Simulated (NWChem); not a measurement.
Species: SF3 cation; SMILES F[S+](F)F

```xyz
4

F      0.3041    -1.3136    -0.2764
S      0.0000     0.0000     0.4492
F      0.9856     0.9201    -0.2764
F     -1.2896     0.3935    -0.2764
```
Atoms are numbered in this order, from 1.

Computed with NWChem. All runs use the structure optimised with PBE0/def2-SVP. GIAO values for the isolated, static molecule; σ is the absolute isotropic shielding, δ = σ(reference) − σ with the isolated reference molecule computed at the same levels (19F: trichlorofluoromethane).

Q: Among these, which level gives the lowest value of “σ S2 (ppm)”?
(A) PBE0/pcSseg-1
(B) KT2/pcSseg-1
(C) LDA (Slater exchange, VWN5)/pcSseg-1

A: C, LDA (Slater exchange, VWN5)/pcSseg-1. Values: LDA (Slater exchange, VWN5)/pcSseg-1 -164.2; PBE0/pcSseg-1 -105.5; KT2/pcSseg-1 -81.3
